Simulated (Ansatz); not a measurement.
**Molecular dynamics of F2GeH7NO2Si**

Input file:

```yaml
crystal:
  periodic: [false, false, false]
  atoms:
    - { symbol: Ge, position_ang: [0.218747, -0.340218, -0.339256] }
    - { symbol: F, position_ang: [-0.902275, -1.139426, 1.518424] }
    - { symbol: F, position_ang: [1.33564, 0.029863, -1.58096] }
    - { symbol: O, position_ang: [0.060388, 1.156011, 0.496329] }
    - { symbol: H, position_ang: [-0.513057, 1.08764, 1.248181] }
    - { symbol: O, position_ang: [-1.074993, -1.107788, -1.177011] }
    - { symbol: H, position_ang: [-1.763865, -1.388485, -0.589055] }
    - { symbol: "N", position_ang: [1.197461, -1.618676, 0.687295] }
    - { symbol: H, position_ang: [1.243893, -2.490246, 0.177102] }
    - { symbol: Si, position_ang: [2.751387, -1.250074, 1.515206] }
    - { symbol: H, position_ang: [2.999028, -2.339444, 2.478917] }
    - { symbol: H, position_ang: [3.829603, -1.196853, 0.512977] }
    - { symbol: H, position_ang: [2.575891, 0.041614, 2.195666] }
    - { symbol: H, position_ang: [0.221753, -1.615219, 1.360188] }
basis:
  gaussian: { orbitals: def2-SVP }
hamiltonian:
  xc: hf
md:
  timestep: 0.5
  n_steps: 200
  ensemble: nve
  temperature: 100.0
  initial_velocities: maxwell_boltzmann
  seed: 3342
```

Launched with:

```bash
$ ansatz run input.yaml --threads 4 --pin off --max-ram 5120MiB --backend cpu --events-out ev --progress --plain --runs-dir out
```

It starts at the highest image of a converged band, a first-order saddle point between two minima.

Output, in part (one step line in 7, the closing report, with atoms numbered from 0):

```
md step     0: t =     0.00 fs  T =   100.0 K  F+E_penalty+E_count = -75399.09173372 eV  E_kin = 0.155112 eV  conserved = -75398.93662172 eV  (35 SCF iters)
md step     7: t =     3.50 fs  T =    77.3 K  F+E_penalty+E_count = -75399.05606255 eV  E_kin = 0.119871 eV  conserved = -75398.93619126 eV  (36 SCF iters)
md step    14: t =     7.00 fs  T =    89.3 K  F+E_penalty+E_count = -75399.07446158 eV  E_kin = 0.138439 eV  conserved = -75398.93602245 eV  (35 SCF iters)
md step    21: t =    10.50 fs  T =   118.5 K  F+E_penalty+E_count = -75399.11998595 eV  E_kin = 0.183742 eV  conserved = -75398.93624438 eV  (34 SCF iters)
md step    28: t =    14.00 fs  T =   188.0 K  F+E_penalty+E_count = -75399.22863403 eV  E_kin = 0.291682 eV  conserved = -75398.93695234 eV  (34 SCF iters)
md step    35: t =    17.50 fs  T =   199.5 K  F+E_penalty+E_count = -75399.24536949 eV  E_kin = 0.309475 eV  conserved = -75398.93589429 eV  (34 SCF iters)
md step    42: t =    21.00 fs  T =   242.7 K  F+E_penalty+E_count = -75399.31226781 eV  E_kin = 0.376486 eV  conserved = -75398.93578200 eV  (34 SCF iters)
md step    49: t =    24.50 fs  T =   283.5 K  F+E_penalty+E_count = -75399.37601436 eV  E_kin = 0.439803 eV  conserved = -75398.93621145 eV  (35 SCF iters)
md step    56: t =    28.00 fs  T =   355.7 K  F+E_penalty+E_count = -75399.48927156 eV  E_kin = 0.551736 eV  conserved = -75398.93753546 eV  (35 SCF iters)
md step    63: t =    31.50 fs  T =   381.4 K  F+E_penalty+E_count = -75399.52909215 eV  E_kin = 0.591616 eV  conserved = -75398.93747591 eV  (34 SCF iters)
md step    70: t =    35.00 fs  T =   379.2 K  F+E_penalty+E_count = -75399.52439353 eV  E_kin = 0.588126 eV  conserved = -75398.93626758 eV  (35 SCF iters)
md step    77: t =    38.50 fs  T =   351.0 K  F+E_penalty+E_count = -75399.47963900 eV  E_kin = 0.544499 eV  conserved = -75398.93513953 eV  (27 SCF iters)
md step    84: t =    42.00 fs  T =   362.6 K  F+E_penalty+E_count = -75399.49803030 eV  E_kin = 0.562380 eV  conserved = -75398.93565072 eV  (34 SCF iters)
md step    91: t =    45.50 fs  T =   399.5 K  F+E_penalty+E_count = -75399.55661329 eV  E_kin = 0.619740 eV  conserved = -75398.93687324 eV  (35 SCF iters)
md step    98: t =    49.00 fs  T =   449.4 K  F+E_penalty+E_count = -75399.63446915 eV  E_kin = 0.697117 eV  conserved = -75398.93735235 eV  (34 SCF iters)
md step   105: t =    52.50 fs  T =   455.8 K  F+E_penalty+E_count = -75399.64485760 eV  E_kin = 0.707046 eV  conserved = -75398.93781116 eV  (34 SCF iters)
md step   112: t =    56.00 fs  T =   443.3 K  F+E_penalty+E_count = -75399.62554962 eV  E_kin = 0.687661 eV  conserved = -75398.93788851 eV  (35 SCF iters)
md step   119: t =    59.50 fs  T =   399.9 K  F+E_penalty+E_count = -75399.55701282 eV  E_kin = 0.620258 eV  conserved = -75398.93675467 eV  (34 SCF iters)
md step   126: t =    63.00 fs  T =   400.4 K  F+E_penalty+E_count = -75399.55837223 eV  E_kin = 0.621062 eV  conserved = -75398.93731024 eV  (34 SCF iters)
md step   133: t =    66.50 fs  T =   378.3 K  F+E_penalty+E_count = -75399.52292534 eV  E_kin = 0.586827 eV  conserved = -75398.93609817 eV  (34 SCF iters)
md step   140: t =    70.00 fs  T =   370.1 K  F+E_penalty+E_count = -75399.50963239 eV  E_kin = 0.574008 eV  conserved = -75398.93562453 eV  (35 SCF iters)
md step   147: t =    73.50 fs  T =   332.7 K  F+E_penalty+E_count = -75399.45121236 eV  E_kin = 0.516044 eV  conserved = -75398.93516797 eV  (27 SCF iters)
md step   154: t =    77.00 fs  T =   321.3 K  F+E_penalty+E_count = -75399.43344259 eV  E_kin = 0.498362 eV  conserved = -75398.93508093 eV  (34 SCF iters)
md step   161: t =    80.50 fs  T =   310.5 K  F+E_penalty+E_count = -75399.41727520 eV  E_kin = 0.481552 eV  conserved = -75398.93572362 eV  (34 SCF iters)
md step   168: t =    84.00 fs  T =   333.4 K  F+E_penalty+E_count = -75399.45396097 eV  E_kin = 0.517205 eV  conserved = -75398.93675592 eV  (35 SCF iters)
md step   175: t =    87.50 fs  T =   319.7 K  F+E_penalty+E_count = -75399.43236566 eV  E_kin = 0.495876 eV  conserved = -75398.93648974 eV  (35 SCF iters)
md step   182: t =    91.00 fs  T =   314.9 K  F+E_penalty+E_count = -75399.42602438 eV  E_kin = 0.488372 eV  conserved = -75398.93765221 eV  (34 SCF iters)
md step   189: t =    94.50 fs  T =   282.7 K  F+E_penalty+E_count = -75399.37574599 eV  E_kin = 0.438551 eV  conserved = -75398.93719520 eV  (34 SCF iters)
md step   196: t =    98.00 fs  T =   289.3 K  F+E_penalty+E_count = -75399.38684896 eV  E_kin = 0.448811 eV  conserved = -75398.93803758 eV  (34 SCF iters)
md step   200: t =   100.00 fs  T =   257.2 K  F+E_penalty+E_count = -75399.33418685 eV  E_kin = 0.398977 eV  conserved = -75398.93521031 eV  (35 SCF iters)
Total energy: -75399.33418685 eV, -2770.8744238623 hartree
Atom 0 at     0.433729    -0.358577    -0.542666 Å, force    -0.625984    -0.039078     1.474783 eV/Å
Atom 1 at    -1.803512    -1.231357     2.641502 Å, force    -2.565485     1.148945     1.039467 eV/Å
Atom 2 at     1.332103     0.336328    -1.780350 Å, force     0.441495     0.172556    -0.648806 eV/Å
Atom 3 at    -0.033251     0.963352     0.470941 Å, force     0.072850     0.577087    -0.207381 eV/Å
Atom 4 at    -0.279346     0.733313     1.350451 Å, force    -0.135927     0.039190     0.186669 eV/Å
Atom 5 at    -0.971118    -1.153676    -1.138956 Å, force    -0.329027    -0.399729    -0.400814 eV/Å
Atom 6 at    -1.754305    -0.680126    -1.401290 Å, force     0.483905    -0.041077     0.133816 eV/Å
Atom 7 at     1.345167    -1.482904     0.533671 Å, force    -0.789229     0.484232    -0.746697 eV/Å
Atom 8 at     1.105379    -2.433493     0.439683 Å, force    -0.380161    -1.026905    -0.326165 eV/Å
Atom 9 at     2.764200    -1.287020     1.466871 Å, force     1.160984     0.011579     0.168581 eV/Å
Atom 10 at     3.142582    -2.647997     1.905781 Å, force     0.018224    -0.002841     0.102373 eV/Å
Atom 11 at     3.867077    -0.720053     0.654981 Å, force     0.010566     0.059126     0.099291 eV/Å
Atom 12 at     2.554525    -0.426522     2.634982 Å, force    -0.063696     0.180824     0.238885 eV/Å
Atom 13 at    -1.052048    -1.517771     2.326868 Å, force     2.701485    -1.163909    -1.114002 eV/Å
Dipole moment:     0.016375    -0.459824     0.153969 e Å
```

All steps were run. The conserved energy stayed within 0.12 meV per atom of its start (net change 0.1 meV per atom), so the integration is sound. The kinetic energy rose, since the run started high on the potential surface and went downhill. It ends in pieces (FGeH6NO2Si + FH), so much of that is their flight and rotation, not heat. A run of 0.1 ps of so small a system gives no equilibrium averages. The orbitals stay closed-shell, which can raise the energy where a bond breaks towards radicals; this wasn't checked here.

Between its relaxed ends the band would form Ge1–N8, F2–H14 and break Ge1–F2, N8–H14. These pairs go: Ge1–N8 1.91 → 1.80 Å, F2–H14 1.23 → 0.86 Å, Ge1–F2 2.31 → 3.99 Å, N8–H14 1.19 → 2.99 Å. In the last frame they stand as after the step (other bonds may differ from the relaxed reactants and products). It ends as FGeH6NO2Si + FH. Pairs count as bonded within 1.25 times the sum of covalent radii (0.12 Å more for H–H).

Last frame:

```xyz
14
Properties=species:S:1:pos:R:3
Ge 0.434 -0.359 -0.543
F -1.804 -1.231 2.642
F 1.332 0.336 -1.780
O -0.033 0.963 0.471
H -0.279 0.733 1.351
O -0.971 -1.154 -1.139
H -1.754 -0.680 -1.401
N 1.345 -1.483 0.534
H 1.105 -2.433 0.440
Si 2.764 -1.287 1.467
H 3.143 -2.648 1.906
H 3.867 -0.720 0.655
H 2.554 -0.426 2.635
H -1.052 -1.518 2.327
```

Run time: 8.1 min on 4 threads of Arm Neoverse V2 (shared host), peak memory 0.5 GiB.
